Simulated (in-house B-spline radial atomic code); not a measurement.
V³⁺ is squeezed into an impenetrable sphere of radius R (the orbitals vanish at R). No spin polarisation. Method: non-relativistic LDA VWN5, spherical fractional occupations, point nucleus. Calculated with a radial B-spline atomic code at the basis-set limit.

Energies in eV above the free ion in [Ar] 3d2:

```json
{"R (bohr)": "8.5", "highest level (eV)": "-37.4", "[Ar] 3d2": "0", "[Ne] 3s2 3p5 3d3": "39.79", "-dE/dV in [Ar] 3d2 (GPa)": "1.86e-06"}
{"R (bohr)": "6.07", "highest level (eV)": "-37.4", "[Ar] 3d2": "0.0005414", "[Ne] 3s2 3p5 3d3": "39.79", "-dE/dV in [Ar] 3d2 (GPa)": "0.0035"}
{"R (bohr)": "4.76", "highest level (eV)": "-37.4", "[Ar] 3d2": "0.01882", "[Ne] 3s2 3p5 3d3": "39.81", "-dE/dV in [Ar] 3d2 (GPa)": "0.189"}
{"R (bohr)": "4.4", "highest level (eV)": "-37.3", "[Ar] 3d2": "0.04864", "[Ne] 3s2 3p5 3d3": "39.85", "-dE/dV in [Ar] 3d2 (GPa)": "0.568"}
{"R (bohr)": "3.38", "highest level (eV)": "-36.6", "[Ar] 3d2": "0.7205", "[Ne] 3s2 3p5 3d3": "40.71", "-dE/dV in [Ar] 3d2 (GPa)": "14.7"}
{"R (bohr)": "3.21", "highest level (eV)": "-36.2", "[Ar] 3d2": "1.147", "[Ne] 3s2 3p5 3d3": "41.24", "-dE/dV in [Ar] 3d2 (GPa)": "26.5"}
{"R (bohr)": "2.8", "highest level (eV)": "-34.4", "[Ar] 3d2": "3.68", "[Ne] 3s2 3p5 3d3": "44.24", "-dE/dV in [Ar] 3d2 (GPa)": "118"}
{"R (bohr)": "2.02", "highest level (eV)": "-20", "[Ar] 3d2": "41.8", "[Ne] 3s2 3p5 3d3": "85.02", "-dE/dV in [Ar] 3d2 (GPa)": "2900"}
{"R (bohr)": "1.89", "highest level (eV)": "-14", "[Ar] 3d2": "64.29", "[Ne] 3s2 3p5 3d3": "108.2", "-dE/dV in [Ar] 3d2 (GPa)": "5170"}
{"R (bohr)": "1.2", "highest level (eV)": "87.7", "[Ar] 3d2": "722.6", "[Ne] 3s2 3p5 3d3": "758.8", "-dE/dV in [Ar] 3d2 (GPa)": "162000"}
```

Question: Does [Ne] 3s2 3p5 3d3 fall below [Ar] 3d2 under compression?

Answer: No, it stays above over the whole range.

The highest level is first positive in the row R = 1.2 bohr, pushed up by confinement above the zero of the free ion's potential. Each configuration is held fixed and needn't be the lowest in the sphere.
